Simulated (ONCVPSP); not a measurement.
How hard is this Ge (Z = 32) ONCV potential?

- Element: germanium
- Generator: ONCVPSP 4.0.1
- Type: optimised norm-conserving Vanderbilt (ONCV)
- Functional: PBEsol
- Relativity: scalar-relativistic
- Frozen core: [Ar] 3d10
- Valence charge: 4
- Reference configuration: 4s2 4p1.5 (charge +0.5)
- Partial waves: 4s: rc 1.50 bohr, ncon 5, nbas 9, qcut 4.7 1/bohr, 2 projectors, debl 3.8 Ha; 4p: rc 2.30 bohr, ncon 4, nbas 9, qcut 3.4 1/bohr, 2 projectors, debl 3.5 Ha
- Local potential: polynomial inside 1.10 bohr (lpopt 5, dvloc0 0 Ha)
- Core correction: Teter function, fcfact 2.25, rcfact 1.2

Q: For each optimised wave give the share of its norm inside rc, the residual kinetic energy above qcut (Ha) and the cutoffs (Ha) for errors of 10, 1, 0.1 and 0.01 mHa per electron.

A:

| wave | norm inside rc | residual KE | 10 mHa | 1 mHa | 0.1 mHa | 0.01 mHa |
| --- | --- | --- | --- | --- | --- | --- |
| 4s | 0.231 | 1.5e-03 | 5.8 | 28.7 | 93.7 | 107.2 |
| s projector 2 | 0.090 | 1.6e-02 | 11.9 | 17.1 | 76.6 | 129.2 |
| 4p | 0.417 | 2.0e-04 | 1.9 | 2.8 | 10.8 | 47.0 |
| p projector 2 | 0.139 | 1.9e-02 | 7.3 | 27.7 | 62.4 | 70.6 |

The occupied waves need 29 Ha and 94 Ha for 1 and 0.1 mHa. Note: ghosts flagged at negative energy: s at -44.1 eV; GHOST(+) flagged for p at 140.2 eV. A true bound ghost makes a file unfit for plane-wave use. 1 of 4 tests not solved or not reliable.
